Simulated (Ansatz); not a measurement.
C$_{4}$H$_{7}$O (SMILES [CH2]C(=O)CC), doublet, geometry from GFN2-xTB, with bond 11-5 at 1.8 times its length; SC-NEVPT2/STO-3G, CASSCF(3,4) (Ansatz, an electronic-structure program).

The Ansatz input:
Ansatz 0.2 input:
```yaml
crystal:
  periodic: [false, false, false]
  atoms:
    - {symbol: C, position_ang: [1.44538618, -0.75545318, 0.15110059]}
    - {symbol: C, position_ang: [0.54928130, 0.30714411, -0.12707092]}
    - {symbol: O, position_ang: [0.80445865, 1.18727920, -0.94824268]}
    - {symbol: C, position_ang: [-0.75090609, 0.30809842, 0.66063153]}
    - {symbol: C, position_ang: [-1.67588226, -0.77857191, 0.11416081]}
    - {symbol: H, position_ang: [1.23383447, -1.48545118, 0.91118282]}
    - {symbol: H, position_ang: [2.41119489, -0.77120502, -0.32326538]}
    - {symbol: H, position_ang: [-0.54594098, 0.12537383, 1.71682460]}
    - {symbol: H, position_ang: [-1.22109494, 1.28607918, 0.55487985]}
    - {symbol: H, position_ang: [-2.60737739, -0.79427592, 0.67530114]}
    - {symbol: H, position_ang: [-2.08526693, -0.43360783, -1.76857408]}
    - {symbol: H, position_ang: [-1.21024177, -1.75913405, 0.18988933]}
basis:
  gaussian:
    orbitals: STO-3G
correlation: {method: sc_nevpt2, electrons: all, active_space: {window: {electrons: 3, orbitals: 4}}}
magnetization: {spin_polarized: false, initial_magnetization: 1}
```

What the program printed (banner, timings and long lists left out):

```
Functional definition: HF
451 factors; integrals over basis functions are off by at most 4.5e-5 eV
mean field evaluation 1: about -6177.7019 eV, gradient 3.6e1 eV
mean field evaluation 2: about -6177.9257 eV, gradient 3.6e1 eV
mean field evaluation 4: about -6183.4734 eV, gradient 4.0e0 eV
mean field evaluation 8: about -6183.7227 eV, gradient 1.4e-1 eV
mean field evaluation 16: about -6177.6517 eV, gradient 6.8e0 eV
mean field -6183.71863707 eV, -227.2474684373 hartree, gradient 3.6e-6 eV, S^2 0.750000; 1 other end points of the search recorded, 0 dependent functions left out
reference -6183.71863707 eV, -227.2474684373 hartree; 20, 19 occupied and 12, 13 virtual orbitals, 451 factors
state -6186.09786609 eV, -227.3349034910 hartree
state -6186.09786609 eV, -227.3349034910 hartree; corrected -6192.72863576 eV, -227.5785797821 hartree
WARN: 1 active orbitals are nearly empty or full. The corrections depend on them more than the energy does, and are more stable in an active space without them
Total energy: -6192.72863576 eV, -227.5785797821 hartree
```
